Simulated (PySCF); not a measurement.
Molecule: 2,4-dimethyl-1,4-pentadiene (C=C(C)CC(=C)C, C₇H₁₂).

Cartesian coordinates in Å; atom numbers follow the order of the lines, from 1:
```xyz
19

C    -1.5833   -0.4579    1.6231
C    -1.1734    0.0265    0.4623
C    -1.7942   -0.3654   -0.8428
C    -0.0315    1.0056    0.3559
C     1.1595    0.3761   -0.3213
C     1.5731    0.7545   -1.5194
C     1.8261   -0.7144    0.4584
H    -1.1304   -0.1688    2.5570
H    -2.3960   -1.1623    1.6901
H    -2.2489    0.5040   -1.3174
H    -2.5581   -1.1256   -0.7017
H    -1.0304   -0.7477   -1.5192
H    -0.3564    1.8772   -0.2166
H     0.2576    1.3358    1.3561
H     1.0865    1.5412   -2.0713
H     2.4218    0.2960   -1.9992
H     2.2402   -0.3134    1.3833
H     2.6290   -1.1726   -0.1128
H     1.0990   -1.4793    0.7282
```

Frames of a GFN2-xTB Langevin trajectory at 400 K; GIAO PBE0/pcSseg-1 shieldings in PySCF 2.14.0 with density-fitted response routines, gas phase, non-relativistic; equivalent atoms averaged within each frame.

Shifts are taken against calculated references (same method and geometry level): 13C (σref 186.93) and 1H (σref 31.72) vs TMS. The references are static minima.

Question: How do the shifts (ppm) fluctuate along the trajectory?

Answer: 
```tsv
time (fs)	C2/C5	C1/C6	C4	C3/C7	H9/H16	H8/H15	H13/H14	H10/H11/H12/H17/H18/H19
250	153.8	119.1	56.4	31.3	5.60	4.99	3.58	2.99
425	152.5	116.7	55.8	26.8	5.93	4.23	2.78	2.17
625	160.4	121.1	62.4	24.3	5.44	5.12	4.10	1.91
800	152.0	117.0	59.6	19.7	5.36	4.72	2.65	1.67
1000	157.0	119.9	58.6	26.7	4.67	4.96	3.44	2.66
mean of frames	155.1	118.8	58.6	25.7	5.40	4.80	3.31	2.28
standard deviation	3.5	1.9	2.6	4.2	0.46	0.35	0.60	0.54
```

5 frames give an uncertainty of the mean of about the standard deviation over 2.2 at best, since frames this close in time may not be independent; classical motion lacks zero-point vibration, and the reference would need the same averaging.
